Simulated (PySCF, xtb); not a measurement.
HO4S, SMILES OS(=O)(=O)[O] (connectivity only; charge and spin as stated), charge -1, multiplicity 1.

The structure is a stationary point at r2SCAN-D4/def2-SVPD. The multiplicity is an assumed one; other spin states were not compared. The isomer is the one that the SMILES or the coordinates give; other isomers of the formula were not compared. One conformer was computed; it need not be the lowest.

Computed with IEF-PCM-M06-2X/def2-SVPD (PySCF).

The values are the electrostatic part of the solvation free energy, E(continuum) − E(gas) at the gas-phase geometry, in a cavity of scaled van der Waals radii (PySCF's table); cavitation and dispersion terms are not included. In vacuum the orbital gap is 8.55 eV.

Task: Estimate the values in water (ε = 78.36), n-hexane (ε = 1.88), diethylether (ε = 4.24). (An estimate is asked for; the answer gives what the named calculation found.)

Result: 
```tsv
solvent	ε	ΔG(elec) (kcal/mol)	gap (eV)
water	78.36	-62.6	9.86
n-hexane	1.88	-28.8	9.17
diethylether	4.24	-47.7	9.57
```

For comparison, GFN2-xTB/ALPB(water) (xtb, at the GFN2-xTB geometry, all terms of that model) gives -73.5 kcal/mol.
